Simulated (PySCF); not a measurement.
## Calcium: a sound run and one with changed settings

Sound run: Ca [Ar] 4s2, Ca⁺ [Ar] 4s1. Computed with PySCF 2.14 in pcseg-2 (6s4p3d, 33 functions), with no relativity, point nucleus. The sound run starts from symmetry-adapted Hartree-Fock orbitals and uses a fine grid where one is needed.

Changed run: radial step 0.5 in ln r (0.13 in the sound run). This setting is unsound on purpose.

```csv
species,method,sound run (hartree),changed run (hartree),converged
Ca,UHF,-676.74397,-676.74397,yes
Ca,MN15,-677.56185,-677.63943,yes
Ca,M06-L,-677.53191,-677.52486,yes
Ca⁺,UHF,-676.55577,-676.55577,yes
Ca⁺,MN15,-677.33129,-677.41379,yes
Ca⁺,M06-L,-677.30773,-677.29650,yes
```

Ionisation energy of Ca:

```
method  sound run (eV)  changed run (eV)
   UHF           5.121             5.121
  MN15           6.274             6.140
 M06-L           6.100             6.214
```

A coarse radial grid mis-integrates the density and the exchange-correlation energy, with errors of either sign; Hartree-Fock needs no grid.

For comparison, NIST gives 6.113 eV between the lowest levels.
